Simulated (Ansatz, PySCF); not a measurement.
Reaction (SMILES): [CH2][SiH2]C → C[SiH]C
Geometries: B3LYP-D3(BJ)/def2-TZVP minima from Ansatz (a program for electronic structure), one conformer each, not searched for the lowest.

Quantity: isomerisation energy (enthalpy at 298 K, with B3LYP-D3(BJ) rigid-rotor harmonic-oscillator terms from PySCF), in kJ/mol. Cores are frozen in the correlated levels unless marked. UHF or UKS for open shells. Spin-orbit coupling is left out. No relativistic terms. CBS marks a two-point X^-3 extrapolation of the correlation energy; Hartree-Fock from the larger set (for Q and 5 zeta extrapolated as (X+1)exp(-9√X)).

```csv
level,program,isomerisation energy (kJ/mol)
PBE-D4/def2-TZVPD,Ansatz + dftd4,___
BLYP-D3(BJ)/def2-TZVPD,Ansatz + dftd3,___
PBE0/def2-SVP,Ansatz,-43.2
BHLYP-D4/def2-TZVPD,Ansatz + dftd4,___
r2SCANh/def2-TZVPD,Ansatz,-30.7
LC-wPBE-D4/def2-TZVPD,Ansatz + dftd4,___
RPA@PBE/cc-pV(Q+d)Z,Ansatz,-32.2
"CCSD(T)/CBS(cc-pV(Q+d)Z,cc-pV(5+d)Z)",Ansatz,-31.8
```

Question: What belongs in the gaps?

Answer: 
- PBE-D4/def2-TZVPD, isomerisation energy (kJ/mol): -46.0
- BLYP-D3(BJ)/def2-TZVPD, isomerisation energy (kJ/mol): -34.9
- BHLYP-D4/def2-TZVPD, isomerisation energy (kJ/mol): -21.8
- LC-wPBE-D4/def2-TZVPD, isomerisation energy (kJ/mol): -35.9
